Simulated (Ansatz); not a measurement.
Ansatz results at the PBE0-D4/def2-TZVP geometry: HOMO energy (B3LYP/def2-TZVPP) -7.72 eV; HOMO energy (PBE/def2-TZVPP) -6.42 eV; HOMO energy (PBE0/def2-TZVPP) -7.95 eV.

Each molecule was computed in one conformer, which needn't be the lowest.

Problem. Which molecule gave them?
A. `[CH3][SnH]([OH])[F]`
B. `[CH3][SnH]([CH3])[OH]`
C. `C[S][Sn]([Cl])([Cl])[S]C`
D. `CC(C)[O][SnH2][F]`

Solution. D. The others give `C[S][Sn]([Cl])([Cl])[S]C`: -7.23, -6.23, -7.48; `[CH3][SnH]([OH])[F]`: -8.26, -6.95, -8.50; `[CH3][SnH]([CH3])[OH]`: -7.41, -6.17, -7.65.

B3LYP here is the variant with VWN-RPA as its local correlation; programs differ in this.
